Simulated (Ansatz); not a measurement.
Calculated with Ansatz (gas phase, PBE0-D4/def2-TZVP geometries, no zero-point term in ΔE). CBS: MP2 limit from def2 TZ/QZ plus the TZ coupled-cluster correction, frozen cores. DFT in def2-TZVPP. Each species was taken in one conformer, which may not be the lowest.

Reaction (formal exchange of groups at the Al–N bond): `[CH3][AlH][NH][AlH2]` + `C#COCCS` → `C#CO[CH2][AlH][CH3]` + `[AlH2][NH]CS`

`[CH3][AlH][NH][AlH2]`:

Z-matrix (Å, degrees):
```
C
Al 1 1.947
H 1 1.095 2 110.8
H 1 1.095 2 110.8 3 117.7
H 1 1.092 2 112.9 3 -121.1
N 2 1.792 1 120.3 3 120.9
H 2 1.590 1 122.7 3 -59.0
Al 6 1.782 2 131.1 1 -0.0
H 6 1.014 2 114.3 1 -180.0
H 8 1.584 6 118.0 2 0.1
H 8 1.586 6 119.3 2 -179.9
```

`C#COCCS`:

```xyz
12

C     2.090   -1.309    1.262
C     1.766   -0.474    0.463
O     1.443    0.433   -0.398
C     0.092    0.342   -0.900
C    -0.909    0.747    0.156
S    -2.600    0.700   -0.480
H     2.398   -2.041    1.967
H     0.060    1.017   -1.753
H    -0.085   -0.681   -1.244
H    -0.818    0.119    1.043
H    -0.738    1.782    0.459
H    -2.697   -0.636   -0.575
```

`C#CO[CH2][AlH][CH3]`:

Z-matrix (Å, degrees):
```
Al
C 1 2.390
C 1 2.052 2 88.2
C 1 1.956 2 103.7 3 117.4
C 1 2.390 2 29.5 3 1.3
H 1 1.592 2 101.0 3 -116.2
H 2 1.065 1 117.5 3 177.4
O 3 1.516 1 102.4 2 2.2
H 3 1.091 1 117.4 2 -111.9
H 3 1.091 1 117.1 2 115.8
H 4 1.094 1 112.3 2 -56.4
H 4 1.094 1 112.1 2 65.0
H 4 1.096 1 110.5 2 -176.2
```

`[AlH2][NH]CS`:

Z-matrix (Å, degrees):
```
C
N 1 1.428
S 1 1.836 2 116.2
H 1 1.092 2 112.3 3 -123.9
H 1 1.092 2 110.0 3 116.7
Al 2 1.777 1 127.4 3 -98.9
H 2 1.010 1 112.1 3 74.0
H 3 1.343 1 96.5 2 -71.2
H 6 1.582 2 116.7 1 -6.1
H 6 1.581 2 117.4 1 175.9
```

Is it downhill or uphill in electronic energy at CCSD(T)/CBS, and by how much? (An estimate is asked.)

Ansatz gave: Uphill: ΔE = +131.7 kJ/mol.

What do these levels give: ωB97X-V, B2PLYP, r2SCAN, PBE0, CCSD(T)/def2-TZVPP, HF/def2-QZVPP? (Estimate.)

The calculation gave: ωB97X-V 124.8, B2PLYP 134.8, r2SCAN 119.5, PBE0 119.0, CCSD(T)/def2-TZVPP 131.3, HF/def2-QZVPP 153.9 kJ/mol.

Largest T1 diagnostic among the species: 0.013.

From PBE to PBE0 (25 % exact exchange), in def2-TZVPP and without D4, ΔE moves by +7.1 kJ/mol. In def2-TZVPP, CCSD(T) changes the Hartree–Fock value by −22.4 kJ/mol (the triples alone add −5.7 kJ/mol) and MP2 by −18.0 kJ/mol. The D4 term adds −4.6 kJ/mol with B3LYP and −2.2 kJ/mol with PBE0; it sums over pairs of atoms, weighted by their polarisabilities, and B3LYP, whose exchange is more repulsive, gets the larger term.

B3LYP here is the variant with VWN-RPA as its local correlation; programs differ in this.
